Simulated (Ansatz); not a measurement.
Two isomers of CH7NO2Si: A = `N[SiH2]OCO`, B = `N[SiH](O)CO`.

Isolated molecules relaxed with PBE0-D4/def2-TZVP in Ansatz; ΔE leaves out vibrations. CCSD(T)/CBS is the MP2 limit (def2-TZVPP, def2-QZVPP) plus CCSD(T) − MP2 in def2-TZVPP, frozen cores. Functionals use def2-TZVPP. B3LYP here is the variant with VWN-RPA as its local correlation; programs differ in this. Each species was taken in one conformer, which may not be the lowest.

A:

Z-matrix (Å, degrees):
```
Si
O 1 1.660
N 1 1.702 2 112.2
H 1 1.482 2 110.4 3 -118.0
H 1 1.487 2 106.2 3 120.1
C 2 1.395 1 122.4 3 -153.9
H 3 1.007 1 121.7 2 64.1
H 3 1.006 1 120.6 2 -86.0
O 6 1.396 2 112.7 1 -66.1
H 6 1.096 2 106.7 1 171.1
H 6 1.096 2 111.1 1 51.7
H 9 0.962 6 108.2 2 -63.4
```

B:

Z-matrix (Å, degrees):
```
Si
O 1 1.643
C 1 1.878 2 111.6
N 1 1.729 2 107.9 3 112.6
H 1 1.487 2 105.2 3 -123.3
H 2 0.960 1 115.4 3 -40.3
O 3 1.427 1 108.1 2 62.4
H 3 1.094 1 110.9 2 -54.8
H 3 1.101 1 112.7 2 -174.0
H 4 1.009 1 119.4 2 176.9
H 4 1.009 1 118.1 2 39.0
H 7 0.965 3 106.8 1 43.7
```

**Question.** Which isomer does CCSD(T)/CBS put lower? Give the gap. (Estimate.)

**Answer.** The calculation gave: B, by 38.8 kJ/mol.

**Question.** Give E(B) − E(A) in kJ/mol with CCSD(T)/def2-TZVPP, B2PLYP, PBE-D4, ωB97M-V, HF/def2-TZVPP, B3LYP-D4, CCSD/def2-TZVPP. (Estimate.)

**Answer.** The calculation gave: CCSD(T)/def2-TZVPP -34.8, B2PLYP -32.9, PBE-D4 -39.7, ωB97M-V -37.7, HF/def2-TZVPP -16.0, B3LYP-D4 -34.2, CCSD/def2-TZVPP -33.3. None reverses the order clearly.

Largest T1 diagnostic: 0.011.

The D4 term adds −3.6 kJ/mol with B3LYP and −1.9 kJ/mol with PBE0; it sums over pairs of atoms, weighted by their polarisabilities, and B3LYP, whose exchange is more repulsive, gets the larger term. In def2-TZVPP, CCSD(T) changes the Hartree–Fock value by −18.8 kJ/mol (the triples alone add −1.5 kJ/mol) and MP2 by −22.7 kJ/mol.
